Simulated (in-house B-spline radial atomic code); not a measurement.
Ga⁺. Computed with a B-spline radial atomic code. Model: non-relativistic spherical atom: semilocal Troullier-Martins pseudo-atom, one channel per l, against all electrons, high spin, G0W0 and RPA with empty states to l = 8, local potential for every l without a channel, a model core (radius 0 = none) keeps its share of the functional.

The core holds an angular momentum without a channel of its own, so the local potential lets valence electrons into it.

What the tables leave out is listed at the end.

The pseudopotential gives back the lowest level of each angular momentum of its own functional in the configuration it was made in; a second state of the same l is only approximately right. Exact exchange, RPA and GW see the smooth pseudo-orbitals and miss the exchange with the core, for which the functional's share stands in. The column with an uncorrelated core keeps all orbitals and exact exchange, and so separates missing core correlation from pseudisation. Only the three outermost levels and the lowest empty one were computed. RPA here is direct RPA, with no exchange kernel, and its energies carry an (l + 1/2)⁻⁴ tail. A hybrid on a potential with a model core restores only its own semilocal share of the core's exchange.

Command:
```bash
python run_psgw.py task.json out
```
Settings (lengths in bohr, energies in hartree):
```
Z                      31
electrons              30
configuration          [Ar] 3d10 4s2
generated_in           [Ar] 3d10 4s2
functional             pbe,pbe
core_shells            6
radius_factor          1.15
core_correction        True
ion_configuration      [Ar] 3d10 4s1
```

Run time, properties included: 18 s on 1 thread of Intel(R) Xeon(R) 6975P-C (Granite Rapids), with other jobs on the host.

Given: made with PBE; model core radius 1.631 bohr; local radius 2.237 bohr; mean-field start PBE.

Valence shells of the generating configuration: 4s.

Channel: s 2.157, p 2.69 (radii in bohr).

Computed: largest level miss in the spin-unpolarised generating configuration 0 eV; valence RPA correlation energy all-electron orbitals -0.075289 hartree; all-electron RPA polarisability, core included 14.799 bohr³; pseudo-atom RPA polarisability 14.633 bohr³; ionisation by mean-field all-electron 20.427 eV; ionisation by mean-field pseudo minus all 0.102 eV; ionisation by RPA pseudo minus all 0.57 eV.

```
     level  occupied  mean-field all-electron (eV)  mean-field pseudo minus all (eV)  G0W0 all-electron (eV)  G0W0 uncorrelated core minus all (eV)  G0W0 pseudo minus all (eV)  exchange self-energy all-electron (eV)  exchange self-energy pseudo (eV)
        4s         1                       -16.039                                 0                 -20.482                                   0.59                       0.156                                 -14.318                           -10.896
4p (empty)         0                       -9.0913                                 0                  -6.162                                  0.227                      -0.095                                 -3.9288                           -2.0778
```

**Question.** What is the valence RPA correlation energy pseudo?

**Answer.** -0.082109 hartree.

**Question.** What is the ionisation by RPA all-electron?

**Answer.** 20.593 eV.

Given: mean-field start PBE0.

Computed: valence RPA correlation energy all-electron orbitals -0.065776 hartree; valence RPA correlation energy pseudo -0.071523 hartree; all-electron RPA polarisability, core included 13.449 bohr³; pseudo-atom RPA polarisability 13.814 bohr³; ionisation by mean-field pseudo minus all -0.177 eV; ionisation by RPA pseudo minus all -0.058 eV.

| level | occupied | mean-field all-electron (eV) | mean-field pseudo minus all (eV) | G0W0 all-electron (eV) | G0W0 uncorrelated core minus all (eV) | G0W0 pseudo minus all (eV) | exchange self-energy all-electron (eV) | exchange self-energy pseudo (eV) |
| --- | --- | --- | --- | --- | --- | --- | --- | --- |
| 4s | 1 | -16.922 | 0.226 | -20.399 | 0.58 | 0.461 | -14.087 | -10.686 |
| 4p (empty) | 0 | -8.2048 | 0.035 | -6.1214 | 0.206 | -0.023 | -3.6334 | -1.9848 |

**Question.** What is the ionisation by mean-field all-electron?

**Answer.** 20.095 eV.

**Question.** What is the ionisation by RPA all-electron?

**Answer.** 20.417 eV.

Among the listed levels the largest G0W0 shift of the pseudo-atom is +0.46 eV, for 4s on the PBE0 start, while leaving the core uncorrelated moves that level by +0.58 eV. The rest, -0.12 eV, comes from pseudisation and the lost core exchange. Not in the tables (levels of low weight, unsolved or above zero; the highest and the empty levels are kept at any weight): no Hartree-Fock pseudo-atom is run with a model core.
